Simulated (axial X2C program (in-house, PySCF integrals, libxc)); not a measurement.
**Outer orbitals of AlGa at 2.459 Å, PBE0**

Computed with an in-house relativistic program for diatomic molecules. Spin-free means the one-electron spin-free X2C Hamiltonian; two-component (2c) means X2C with spin–orbit coupling and atomic mean-field two-electron Coulomb and Gaunt terms, so the difference of the two also holds small scalar two-electron terms. Basis: Ga dyall-cv3z [9s9p7d4f1g], Al dyall-v3z [8s8p2d1f] (cores contracted in-house); Gaussian nuclei, density fitting, unrestricted open shells. Masses: Ga 68.926 u, Al 26.982 u.

The distance is close to the 2c PBE0 minimum; the highest filled and lowest empty levels are listed.

Spin-free orbitals, state M_S = 1, Λ = 0 (beyond evenly filled blocks: π+α, π-α) (Löwdin shares):

```csv
symmetry,occupied,ε (eV),atomic character
σα,yes,-22.60,100% Ga d
σβ,yes,-22.58,100% Ga d
π+α,yes,-22.55,100% Ga d
π-α,yes,-22.55,100% Ga d
π-β,yes,-22.50,100% Ga d
π+β,yes,-22.50,100% Ga d
δ-α,yes,-22.48,100% Ga d
δ+α,yes,-22.48,100% Ga d
δ+β,yes,-22.40,100% Ga d
δ-β,yes,-22.40,100% Ga d
σα,yes,-11.93,"53% Ga s, 30% Al s, 9% Al p"
σβ,yes,-10.74,"56% Ga s, 28% Al s, 7% Al p"
σα,yes,-8.02,"42% Al s, 22% Ga s, 20% Ga p"
σβ,yes,-7.36,"44% Al s, 19% Ga s, 19% Ga p"
π-α,yes,-4.78,"48% Al p, 46% Ga p, 3% Al d"
π+α,yes,-4.78,"48% Al p, 46% Ga p, 3% Al d"
σα,no,-3.08,"44% Al p, 42% Ga p, 8% Al s"
σβ,no,-2.79,"45% Ga p, 43% Al p, 6% Ga s"
π-β,no,-2.16,"49% Al p, 48% Ga p"
π+β,no,-2.16,"49% Al p, 48% Ga p"
```

Spinors with spin–orbit coupling (state Ω = 1):

```tsv
ω	occupied	ε (eV)	atomic character	λ mixture
-1/2	yes	-22.83	100% Ga d	57% π, 43% σ
1/2	yes	-22.81	100% Ga d	51% σ, 49% π
-3/2	yes	-22.75	100% Ga d	78% δ, 22% π
3/2	yes	-22.71	100% Ga d	66% δ, 34% π
-1/2	yes	-22.40	100% Ga d	57% σ, 43% π
1/2	yes	-22.39	100% Ga d	51% π, 49% σ
3/2	yes	-22.35	100% Ga d	66% π, 34% δ
-3/2	yes	-22.33	100% Ga d	78% π, 22% δ
5/2	yes	-22.32	100% Ga d	100% δ
-5/2	yes	-22.24	100% Ga d	100% δ
1/2	yes	-11.93	53% Ga s, 30% Al s, 9% Al p	100% σ
-1/2	yes	-10.74	56% Ga s, 28% Al s, 7% Al p	100% σ
1/2	yes	-8.02	42% Al s, 22% Ga s, 20% Ga p	100% σ
-1/2	yes	-7.36	44% Al s, 19% Ga s, 19% Ga p	100% σ
-1/2	yes	-4.80	47% Ga p, 47% Al p, 3% Al d	100% π
3/2	yes	-4.75	48% Al p, 46% Ga p, 3% Al d	100% π
1/2	no	-3.07	44% Al p, 42% Ga p, 8% Al s	100% σ
-1/2	no	-2.79	44% Ga p, 43% Al p, 6% Ga s	100% σ, 0% π
1/2	no	-2.18	49% Al p, 48% Ga p	100% π
-3/2	no	-2.14	50% Al p, 47% Ga p	100% π
```

Mulliken charges and populations of the two-component result (they depend on the basis, above all on diffuse functions):

Ga 0.05 e (s 7.77 p 13.14 d 10.04), Al -0.05 e (s 5.79 p 7.18 d 0.07 f 0.01). ⟨Lz⟩ = 0.00 ħ and ⟨Sz⟩ = 1.00 ħ (0.49 and 0.51 on the two atoms), which add up to Ω.

Density functionals use the spin component along the axis (collinear). The state is one determinant with fixed occupations, lowest in a PBE0 search at one distance only: followed along the bond, the spin-free determinant M_S = 1, Λ = 1 reaches 0.03 eV lower at PBE0, at Re = 2.710 Å, so the state shown is not the lowest. With several unpaired electrons one determinant need not be a pure state. Open-shell Ω = 0 determinants with evenly filled partner blocks cannot be reached by this program, so the Ω shown need not be the lowest component. This is the Ω = 1 component of a π² triplet; the 0⁺ component is not one determinant and can lie lowest.
